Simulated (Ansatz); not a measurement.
## Ansatz (development build ahead of 0.2.0) run

```yaml
crystal:
  periodic: [false, false, false]
  atoms:
    - { symbol: Pd, position_ang: [0.0, 0.0, 0.0] }
    - { symbol: Ag, position_ang: [0.0, 0.0, 2.6128] }
basis:
  gaussian: { orbitals: def2-TZVPP }
magnetization:
  spin_polarized: true
  initial_magnetization: 1
hamiltonian:
  xc: pbe
```

The input is written out in the form of the current development build from the run's settings. The basis set brings a core potential for Ag, Pd, so the total leaves out those core electrons.

Results

| Property | Result |
| --- | --- |
| Converged | yes |
| Total energy | -274.92156 hartree |
| Spin squared of the determinant | 0.751 |
| Stability test | minimum |

Caution: other spin multiplicities were not run.
